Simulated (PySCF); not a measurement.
C3H6BrF, SMILES C[C@H](F)CBr. Atoms are numbered in the order given.

```xyz
11

C     -2.1700    -0.1147    -0.2319
C     -1.0220    -1.0498     0.0850
F     -1.4742    -2.0400     0.9575
C      0.1614    -0.3977     0.7882
Br     1.1078     0.8550    -0.3847
H     -1.8496     0.6668    -0.9354
H     -2.9998    -0.6784    -0.6825
H     -2.5338     0.3668     0.6895
H     -0.6666    -1.5551    -0.8299
H     -0.1631     0.1695     1.6703
H      0.8901    -1.1601     1.0884
```
Charge 0, spin multiplicity 1.

Geometry optimised at B3LYP-D3(BJ)/def2-SVP. The values are those of a single conformer.

Method: KT2/pcSseg-1 in PySCF.

GIAO shieldings, no solvent; atoms listed in one row are averaged. δ = σ(ref) − σ: ¹³C against TMS (σ = 185.1 ppm); ¹⁹F against CFCl3 (σ = 127.1 ppm); ¹H against TMS (σ = 31.47 ppm), references at their B3LYP-D3(BJ)/def2-TZVP geometries, non-relativistic (without spin–orbit terms, shifts of atoms bonded to Cl or Br come out too high).

```csv
nucleus,atoms,count,δ (ppm)
¹³C,C2,1,95.4
¹³C,C4,1,47.2
¹³C,C1,1,22.1
¹⁹F,F3,1,-210.4
¹H,H9,1,4.89
¹H,H11,1,3.84
¹H,H10,1,3.28
¹H,"H6, H7, H8",3,1.73
```
